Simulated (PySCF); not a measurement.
The dipole of `C1=CS(=O)(C[C@@H]1N)=O` from its density and from atomic charges.

Coordinates (GFN2-xTB, Å) and charges (e) from the PBE0/pcSseg-1 density (PySCF):

```
atom       x       y       z  Mulliken      IAO  Hirshfeld  ESP-fitted
  N1   2.127   0.170  -0.348   -0.4132  -0.5694    -0.2293     -1.0426
  C2   0.749  -0.252  -0.514   -0.1046  -0.0128    +0.0207     +0.5358
  C3  -0.079   0.929  -0.963   -0.0719  -0.1235    -0.0262     -0.2024
  C4  -1.293   1.065  -0.479   -0.1958  -0.3938    -0.0663     -0.4171
  S5  -1.652  -0.282   0.650   +0.9863  +1.9888    +0.5098     +1.1676
  O6  -2.476  -1.260  -0.002   -0.5244  -0.8848    -0.3293     -0.5585
  O7  -2.083   0.203   1.932   -0.5275  -0.8836    -0.3286     -0.5469
  C8   0.081  -0.857   0.726   -0.2702  -0.4962    -0.0873     -0.6102
  H9   2.721  -0.615  -0.109   +0.1789  +0.2515    +0.1172     +0.3899
 H10   2.206   0.866   0.385   +0.1747  +0.2454    +0.1115     +0.4031
 H11   0.740  -0.985  -1.332   +0.1653  +0.1635    +0.0539     +0.0521
 H12   0.391   1.596  -1.669   +0.1257  +0.1746    +0.0641     +0.1877
 H13  -2.021   1.821  -0.693   +0.1412  +0.1905    +0.0757     +0.2536
 H14   0.494  -0.450   1.646   +0.1609  +0.1719    +0.0524     +0.1859
 H15   0.093  -1.941   0.748   +0.1744  +0.1777    +0.0616     +0.2020
```

Compute μ = Σ q r for each scheme (1 e·Å = 4.803 D) and compare with the dipole of the full density.

The full density gives (4.50, 0.87, -1.17) D, 4.73 D in size; dipole vectors point from the negative to the positive end.

| scheme | μx | μy | μz | size (D) | share of the full size (%) | angle to the full dipole (°) |
| --- | --- | --- | --- | --- | --- | --- |
| Mulliken | 4.33 | 0.55 | -1.43 | 4.59 | 97 | 5 |
| IAO | 5.46 | 1.31 | -2.01 | 5.96 | 126 | 6 |
| Hirshfeld | 3.72 | 1.00 | -1.48 | 4.13 | 87 | 8 |
| ESP-fitted | 4.53 | 0.89 | -1.18 | 4.77 | 101 | 0 |

Which set comes closest?

Length of the difference vector: ESP-fitted 0.04 D, Mulliken 0.45 D, Hirshfeld 0.85 D, IAO 1.35 D. Closest: ESP-fitted. ESP charges are fitted to the potential around the molecule, whose slowest-falling term is the dipole's. The schemes that divide the density aren't constrained to reproduce the dipole.

What is left for the Hirshfeld atoms' own dipoles?

The Hirshfeld atoms' densities add up to the full density, so μ = Σ q r + Σ (atomic dipoles). The atomic dipoles sum to (4.50, 0.87, -1.17) − (3.72, 1.00, -1.48) = (0.78, -0.13, 0.31) D, 0.85 D in size.

With the origin at the mean of the coordinates, (0.000, 0.001, -0.001) Å, which are the largest single terms, by size, of the Mulliken dipole along the direction of the full one?

S5 -8.45, O6 +6.52, O7 +6.14, N1 -4.25, H9 +2.15 D; all 15 atoms together +4.58 D. The single terms depend on the origin, their sum doesn't.

Give the size of the full dipole in other units.

4.73 D = 1.862 au = 0.985 e·Å = 15.78 × 10⁻³⁰ C·m.

One conformer (not necessarily the lowest) at the GFN2-xTB geometry, without solvent, vibrations or thermal averaging.
